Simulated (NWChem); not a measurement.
System: CH$_{5}$F$_{2}$NSi; SMILES NC[SiH](F)F

```xyz
10

N      0.0822     2.2677     0.0085
C     -0.7563     1.1126    -0.3039
Si    -0.0236    -0.4875     0.3147
F      1.4585    -0.6194    -0.3291
F     -0.8604    -1.7855    -0.1681
H      0.1745     2.4004     1.0138
H      1.0232     2.1451    -0.3610
H     -0.9100     1.0524    -1.3957
H     -1.7658     1.2651     0.1152
H      0.1326    -0.5510     1.7896
```
Atoms are numbered in this order, from 1.

Geometry: optimised at PBE0/def2-SVP.

Question: Give the principal values of the shielding tensors (ppm) of N1, C2, Si3, F4, F5 from PBE0/pcSseg-1, GIAO (NWChem), with their diamagnetic and paramagnetic parts as GIAO splits them.

Answer: 
```csv
atom,σ11,σ22,σ33,isotropic,diamagnetic,paramagnetic
N1,210.1,259.7,311.5,260.4,314.3,-53.9
C2,134.7,149.4,180.0,154.7,252.5,-97.8
Si3,321.9,358.3,407.5,362.6,878.6,-516.0
F4,274.9,369.0,390.0,344.7,472.1,-127.5
F5,255.0,345.7,376.8,325.8,472.1,-146.3
```
